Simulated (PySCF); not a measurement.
Si(H)(SiH3) (H4Si2), SMILES [SiH][SiH3] (connectivity only; charge and spin as stated), neutral, multiplicity 1. Atoms are numbered in the order given.

```xyz
6

Si     0.1086    -1.3054     0.0000
H     -1.4115    -1.3279     0.0000
Si     0.0036     1.0603     0.0000
H     -0.7433     1.5116     1.2074
H     -0.7433     1.5116    -1.2074
H      1.3269     1.7366     0.0000
```

Geometry optimised at ωB97X-D3(BJ)/def2-TZVP. The isomer is the one that the SMILES or the coordinates give; other isomers of the formula were not compared.

Computed with PBE0/def2-TZVPD (PySCF).

The molecule is in vacuum.

Computed frontier levels, gap, dipole moment and polarisability:
```yaml
highest_occupied_level: -6.64 eV
lowest_empty_level: -3.38 eV
orbital_gap: 3.26 eV
dipole_moment: 0.17 D
quadrupole, principal values (traceless, Buckingham form, about the centre of nuclear charge): -4.27, -0.75, 5.03 D·Å
mean_static_polarisability: 67.9 bohr³ (10.06 Å³)
polarisability_principal_values: 54.9, 60.5, 88.2 bohr³
```
